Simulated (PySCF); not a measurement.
Molecule: C2H3F2, charge 0, multiplicity 2. It need not be the lowest isomer of its formula. SMILES: [CH2]C(F)F
Geometry from a B3LYP-D3(BJ)/def2-TZVP (Ansatz) optimisation:
```
C
F 1 1.3731
F 1 1.3731 2 107.64
H 1 1.0974 2 106.66 3 -114.15
C 1 1.4749 4 114.24 2 122.59
H 5 1.0792 1 119.45 4 -86.70
H 5 1.0792 6 120.76 1 -173.31
```
Charge 0, spin multiplicity 2.

Dispersion corrections to the total energy (kcal/mol) from the dftd3 and dftd4 libraries through PySCF: D3(BJ) without and D4 with the three-body term, each with the damping fitted for the functional named.

```tsv
functional	D3(BJ)	D4
PW6B95	-0.81	…
BP86	-2.82	-2.33
BHLYP	…	-1.94
HF	-18.21	-7.93
TPSS	-2.39	-2.53
B3LYP	-3.30	-2.98
HSE06	-1.10	…
```

**Question.** What belongs in the gaps?

**Answer.** 
- PW6B95, D4: -1.64
- BHLYP, D3(BJ): -2.46
- HSE06, D4: -1.39
